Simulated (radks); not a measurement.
The numbers below are computed, except where a source is named.
Coulomb parameter of the 3d shell of the iron ion Fe3+ in the model configuration [Ar] 3d4 4p1, as a second difference U = [E(n + 0.5) + E(n - 0.5) - 2 E(n)] / (0.5)^2 with all orbitals relaxed. "Bare": the charge of the atom changes with n. "Screened": the 4p shell takes up the change at fixed total charge, which measures U(3d,3d) + U(4p,4p) - 2 U(3d,4p). Level of theory: scalar-relativistic Kohn-Sham, PBE, spin-unpolarised, spherical densities, point nucleus (a radial shooting solver on a logarithmic mesh with Libxc functionals).

case	configuration	E - E(n) (eV)
start	[Ar] 3d4 4p1	0.000
bare +0.5	[Ar] 3d4.5 4p1	-23.445
bare -0.5	[Ar] 3d3.5 4p1	28.432
screened +0.5	[Ar] 3d4.5 4p0.5	-11.634
screened -0.5	[Ar] 3d3.5 4p1.5	13.164

U(bare) = 19.949 eV, U(screened by 4p) = 6.120 eV, against the Slater integral F0(3d,3d) = 26.769 eV with frozen orbitals.
